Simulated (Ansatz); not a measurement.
Ansatz results at the PBE0-D4/def2-TZVP geometry: HOMO–LUMO gap (ωB97M-V/def2-TZVPP) 9.66 eV; HOMO energy (B3LYP/def2-TZVPP) -6.17 eV; HOMO energy (ωB97M-V/def2-TZVPP) -8.55 eV.

Each molecule was computed in one conformer, which needn't be the lowest.

**Question.** Which molecule gave them?
A. `C[N]=[Mo]([NH2])(=[N]C)[O]C`
B. `[NH]=[Mo](=[NH])([F])[Cl]`
C. `C[N]=[Mo]([NH2])(=[O])[N](C)C`
D. `C[N]=[Mo]([OH])([F])([Cl])[Cl]`

**Answer.** C. The others give `C[N]=[Mo]([OH])([F])([Cl])[Cl]`: 9.11, -7.72, -10.16; `[NH]=[Mo](=[NH])([F])[Cl]`: 10.29, -8.17, -10.61; `C[N]=[Mo]([NH2])(=[N]C)[O]C`: 9.96, -6.36, -8.77.

B3LYP here is the variant with VWN-RPA as its local correlation; programs differ in this.
